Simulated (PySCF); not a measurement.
Structure with atom numbers: `[CH:1]#[C:2][SiH2:3][SiH2:4][OH:5]` (H(Xn): hydrogen on atom n).

Geometry: PBE0-D3(BJ)/def2-SVP; GIAO absolute shieldings from PySCF 2.14, gas phase, non-relativistic, averaged over equivalent atoms.

At CAM-B3LYP/pcSseg-2 (278 basis functions, 34 s wall time on 1 thread of an Intel Xeon 6975P-C, shared host):
```tsv
atoms	σ (ppm)
C1	72.0
C2	94.4
Si4	363.2
Si3	426.2
O5	324.1
H(Si4)	26.20
H(Si3)	27.23
H(C1)	28.95
H(O5)	29.87
```

Question: Predict the values at B97-2/pcSseg-2 on the same geometry.

Answer: 
| atoms | σ at B97-2/pcSseg-2 | change |
| --- | --- | --- |
| C1 | 77.1 | +5.1 |
| C2 | 100.5 | +6.1 |
| Si4 | 381.4 | +18.2 |
| Si3 | 441.8 | +15.6 |
| O5 | 322.0 | -2.1 |
| H(Si4) | 26.22 | +0.02 |
| H(Si3) | 27.21 | -0.02 |
| H(C1) | 28.97 | +0.02 |
| H(O5) | 29.98 | +0.11 |

The largest change is at Si4 (silicon bonded to O, Si, 2 H). Cost: 278 basis functions, 27 s wall time on 1 thread of an Intel Xeon 6975P-C, shared host.
